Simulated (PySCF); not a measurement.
A geometry optimisation on `CC(C)OCS(=O)(=O)O`.

Computed with PBE0-D3(BJ)/def2-SVP geometry optimisation, gas phase (PySCF 2.14.0). Start geometry: GFN2-xTB. The input is one job of a driver script: a line of settings, then coordinates in Å.

Input:
```
{"job": {"xc": "PBE0", "basis": "def2-SVP", "d3": "d3bj", "grid": 1, "kind": "geom"}, "charge": 0, "multiplicity": 1}
C     -1.639296    -1.575810    -0.164957
C     -0.820110    -0.291816    -0.118572
C     -1.688456     0.924970     0.191666
O      0.177328    -0.518395     0.893598
C      1.106990     0.470538     1.063420
S      2.064762     0.743354    -0.481684
O      1.329656     1.580610    -1.372599
O      3.411769     1.104124    -0.147642
O      2.111940    -0.736617    -1.114419
H     -2.366601    -1.525172    -0.969200
H     -0.980092    -2.421872    -0.334221
H     -2.156370    -1.720435     0.779780
H     -0.312588    -0.139189    -1.078303
H     -1.142684     1.847025     0.009287
H     -2.022747     0.894491     1.226655
H     -2.559004     0.916762    -0.456986
H      1.827797     0.145689     1.810343
H      0.694436     1.450810     1.318486
H      2.953468    -1.139817    -0.897306
```

**Question.** Give the output.

**Answer.** 
```
step   0  E = -856.35476923  max force = 0.026449
step   1  E = -856.35965166  max force = 0.004812
step   2  E = -856.35996602  max force = 0.001683
step   3  E = -856.36011277  max force = 0.001518
step   4  E = -856.36024101  max force = 0.001041
step   5  E = -856.36031905  max force = 0.001004
step   6  E = -856.36035203  max force = 0.000609
step   7  E = -856.36036404  max force = 0.000472
step   8  E = -856.36037161  max force = 0.000681
step   9  E = -856.36038505  max force = 0.001483
step  10  E = -856.36037196  max force = 0.002972
step  11  E = -856.36044154  max force = 0.001621
step  12  E = -856.36048242  max force = 0.000543
step  13  E = -856.36051967  max force = 0.000983
step  14  E = -856.36054655  max force = 0.001489
step  15  E = -856.36057154  max force = 0.001471
step  16  E = -856.36050974  max force = 0.000668
step  17  E = -856.36056671  max force = 0.000725
step  18  E = -856.36056260  max force = 0.000230
step  19  E = -856.36055783  max force = 0.000386
step  20  E = -856.36055483  max force = 0.000345
step  21  E = -856.36055254  max force = 0.000144
optimisation converged
```

Energies in Eh; «max force» is the largest Cartesian gradient component in Eh/bohr.

**Question.** Give the first gradient maximum in eV/Å.

**Answer.** With 1 Eh/bohr = 51.422 eV/Å, 1.360 eV/Å.

**Question.** At which steps does the energy rise by more than 1e-5 Eh?

**Answer.** At steps 10 (+0.01 mEh) and 16 (+0.06 mEh).

In short: final energy -856.36055 Eh after 21 steps; dipole 2.87 D.

Rough CPU time on one thread of a shared machine: about 14 min.
Labels such as C1 count atoms from 1, the log's own numbers from 0.
